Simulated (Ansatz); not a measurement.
CH$_{7}$FGeSi (`F[CH]([SiH3])[GeH3]`), relaxed with RKS PBE0-D4/def2-TZVP in Ansatz 0.2.0 from a PBE-D4/def2-SVP geometry. The force threshold is 0.005 eV/Å; the program also tests the step.

Charge 0, multiplicity 1.

Start:

```xyz
11

F    -0.941   -0.851    1.485
C    -0.511   -0.568    0.171
Si   -1.126    1.176   -0.308
Ge    1.468   -0.790    0.124
H    -0.956   -1.325   -0.516
H    -0.500    2.196    0.600
H    -0.728    1.460   -1.732
H    -2.622    1.248   -0.177
H     1.822   -2.219    0.608
H     2.114    0.253    1.069
H     1.981   -0.580   -1.325
```

Question: How much energy does the relaxation release, and in how many steps? (Best estimate.)

Answer: The calculation gave: 2.67 kJ/mol, in 5 steps.

Question: Which bonds change most? (An estimate is asked.)

Answer: Ansatz gave: C2–Si3 from 1.911 to 1.891 Å; Si3–H7 from 1.506 to 1.487 Å; C2–H5 from 1.115 to 1.097 Å; Si3–H8 from 1.503 to 1.485 Å.

Question: Give the relaxed structure. (An estimate is asked.)

Answer: Computed: 
```xyz
11

F    -0.958   -0.872    1.472
C    -0.511   -0.561    0.179
Si   -1.116    1.167   -0.295
Ge    1.457   -0.779    0.125
H    -0.945   -1.301   -0.505
H    -0.505    2.178    0.605
H    -0.687    1.426   -1.696
H    -2.596    1.245   -0.201
H     1.816   -2.193    0.603
H     2.112    0.267    1.037
H     1.933   -0.577   -1.323
```
